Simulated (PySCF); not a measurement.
Ru (ruthenium, neutral) across methods

[Kr] 4d6 5s1 6s1, high-spin 7D determinant (an excited configuration). Computed with PySCF 2.14 in aug-cc-pwCVTZ-PP with ECP28MDF (8s8p7d4f3g, 122 functions), with scalar relativity through the core potential.

```csv
method,E (hartree),mean ε 4d β (eV),mean ε 5s α (eV),mean ε 6s α (eV),Σ⟨r²⟩ (bohr²),⟨S²⟩
BP86,-94.3576,-10.232,-9.195,-1.660,115.7,12.001
PBE0,-94.2709,-11.577,-9.768,-1.857,118.2,12.001
UHF,-93.65801,-15.378,-11.436,-2.316,123.6,12.003
LDA,-94.0628,-9.953,-9.312,-1.603,114.8,12.001
r2SCAN,-94.3134,-9.978,-9.300,-1.570,116.7,12.001
wB97M-V,-94.1831,-13.925,-11.525,-2.241,111.8,12.001
```

Q: Estimate the same row for PBE.

A: E (hartree) = -94.2846; mean ε 4d β (eV) = -9.983; mean ε 5s α (eV) = -9.041; mean ε 6s α (eV) = -1.613; Σ⟨r²⟩ (bohr²) = 116.4; ⟨S²⟩ = 12.001.

Energies and moments cover only the electrons outside the core potential. The outer electron is Rydberg-like, and this basis confines it to a smaller radius and binds it less than a complete one would.
